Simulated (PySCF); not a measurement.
# Fractional electron number in In⁺ (indium, charge +1)

The 5s beta orbital of [Kr] 4d10 5s2 is emptied in steps (occupation f), with all orbitals relaxed, ending at [Kr] 4d10 5s1. Computed with PySCF 2.14 in aug-cc-pVDZ-PP with ECP28MDF (5s4p3d, 32 functions), with scalar relativity through the core potential. The exact energy is a straight line in f; departures are measured from the line between the end points of the same method.

```json
{"f": "1", "UHF (eV)": "0.000", "LDA (eV)": "0.000", "PBE (eV)": "0.000", "PBE0 (eV)": "0.000", "r2SCAN (eV)": "0.000", "LC-wPBE (eV)": "0.000", "BHandHLYP (eV)": "0.000", "wB97X (eV)": "0.000", "HSE06 (eV)": "0.000", "CAM-B3LYP (eV)": "0.000"}
{"f": "0.8", "UHF (eV)": "0.041", "LDA (eV)": "-0.660", "PBE (eV)": "-0.653", "PBE0 (eV)": "-0.473", "r2SCAN (eV)": "-0.576", "LC-wPBE (eV)": "-0.044", "BHandHLYP (eV)": "-0.324", "wB97X (eV)": "-0.127", "HSE06 (eV)": "-0.531", "CAM-B3LYP (eV)": "-0.288"}
{"f": "0.6", "UHF (eV)": "0.059", "LDA (eV)": "-0.992", "PBE (eV)": "-0.985", "PBE0 (eV)": "-0.712", "r2SCAN (eV)": "-0.862", "LC-wPBE (eV)": "-0.067", "BHandHLYP (eV)": "-0.490", "wB97X (eV)": "-0.187", "HSE06 (eV)": "-0.798", "CAM-B3LYP (eV)": "-0.435"}
{"f": "0.4", "UHF (eV)": "0.057", "LDA (eV)": "-0.993", "PBE (eV)": "-0.989", "PBE0 (eV)": "-0.713", "r2SCAN (eV)": "-0.856", "LC-wPBE (eV)": "-0.070", "BHandHLYP (eV)": "-0.495", "wB97X (eV)": "-0.180", "HSE06 (eV)": "-0.799", "CAM-B3LYP (eV)": "-0.440"}
{"f": "0.2", "UHF (eV)": "0.037", "LDA (eV)": "-0.662", "PBE (eV)": "-0.661", "PBE0 (eV)": "-0.476", "r2SCAN (eV)": "-0.569", "LC-wPBE (eV)": "-0.050", "BHandHLYP (eV)": "-0.335", "wB97X (eV)": "-0.108", "HSE06 (eV)": "-0.534", "CAM-B3LYP (eV)": "-0.297"}
{"f": "0", "UHF (eV)": "0.000", "LDA (eV)": "0.000", "PBE (eV)": "0.000", "PBE0 (eV)": "0.000", "r2SCAN (eV)": "0.000", "LC-wPBE (eV)": "0.000", "BHandHLYP (eV)": "0.000", "wB97X (eV)": "0.000", "HSE06 (eV)": "0.000", "CAM-B3LYP (eV)": "0.000"}
```

```json
{"method": "UHF", "E(f=0) − E(f=1) (eV)": "17.018", "−ε at f=1 (eV)": "17.280", "−ε at f=0.4 (eV)": "16.961"}
{"method": "LDA", "E(f=0) − E(f=1) (eV)": "19.478", "−ε at f=1 (eV)": "15.364", "−ε at f=0.4 (eV)": "20.302"}
{"method": "PBE", "E(f=0) − E(f=1) (eV)": "19.045", "−ε at f=1 (eV)": "14.980", "−ε at f=0.4 (eV)": "19.850"}
{"method": "PBE0", "E(f=0) − E(f=1) (eV)": "18.717", "−ε at f=1 (eV)": "15.771", "−ε at f=0.4 (eV)": "19.304"}
{"method": "r2SCAN", "E(f=0) − E(f=1) (eV)": "18.799", "−ε at f=1 (eV)": "15.191", "−ε at f=0.4 (eV)": "19.530"}
{"method": "LC-wPBE", "E(f=0) − E(f=1) (eV)": "18.499", "−ε at f=1 (eV)": "18.223", "−ε at f=0.4 (eV)": "18.535"}
{"method": "BHandHLYP", "E(f=0) − E(f=1) (eV)": "18.578", "−ε at f=1 (eV)": "16.567", "−ε at f=0.4 (eV)": "18.961"}
{"method": "wB97X", "E(f=0) − E(f=1) (eV)": "18.897", "−ε at f=1 (eV)": "18.102", "−ε at f=0.4 (eV)": "19.100"}
{"method": "HSE06", "E(f=0) − E(f=1) (eV)": "18.765", "−ε at f=1 (eV)": "15.445", "−ε at f=0.4 (eV)": "19.419"}
{"method": "CAM-B3LYP", "E(f=0) − E(f=1) (eV)": "18.976", "−ε at f=1 (eV)": "17.192", "−ε at f=0.4 (eV)": "19.316"}
```

Orbital energy along the path (eV):

```
  f      UHF      LDA      PBE     PBE0   r2SCAN  LC-wPBE  BHandHLYP    wB97X    HSE06  CAM-B3LYP
  1  -17.280  -15.364  -14.980  -15.771  -15.191  -18.223    -16.567  -18.102  -15.445    -17.192
0.8  -17.164  -16.996  -16.580  -16.936  -16.642  -18.332    -17.350  -18.427  -16.771    -17.886
0.6  -17.058  -18.644  -18.203  -18.114  -18.107  -18.432    -18.146  -18.764  -18.092    -18.593
0.4  -16.961  -20.302  -19.850  -19.304  -19.530  -18.535    -18.961  -19.100  -19.419    -19.316
0.2  -16.873  -21.961  -21.519  -20.505  -20.939  -18.669    -19.806  -19.405  -20.767    -20.066
  0  -16.792  -23.614  -23.168  -21.670  -22.336  -18.832    -20.707  -19.237  -22.085    -20.870
```

As f goes to zero the orbital energy of a semilocal functional can turn back, because the density of that orbital vanishes from the exchange-correlation potential.

Reference removal energy between the ground levels: 18.870 eV (measured; NIST Atomic Spectra Database, ionization energies). UHF lacks correlation.
